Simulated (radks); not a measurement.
Results of a calculation; reference values are marked as such.
Question: The mean radii <r> (bohr) of the occupied orbitals of an atom or ion are listed with their occupations. Level of theory: scalar-relativistic Kohn-Sham, exchange-only B88, spin-polarised, spherical densities, finite nucleus; Fermi nuclear charge, rms radius of each element as measured or else 0.836 A^(1/3) + 0.57 fm (a radial shooting solver on a logarithmic mesh with Libxc functionals).

| orbital | occ. | <r> |
|---|---|---|
| 1s up | 1 | 0.7590 |

Name the element and its charge. Open shells, if any, are filled with parallel spins first.

Answer: Z = 2, helium, charge +1: He+ in 1s1. The 1s radius gives Z: for a bare nucleus <r> = (2 gamma + 1)/(2Z) with gamma = sqrt(1 - (Z/c)^2), 0.7499 bohr for Z = 2, and the self-interaction of the functional makes it slightly larger (0.7590 here). The occupations add up to 1, and the charge is Z minus that.
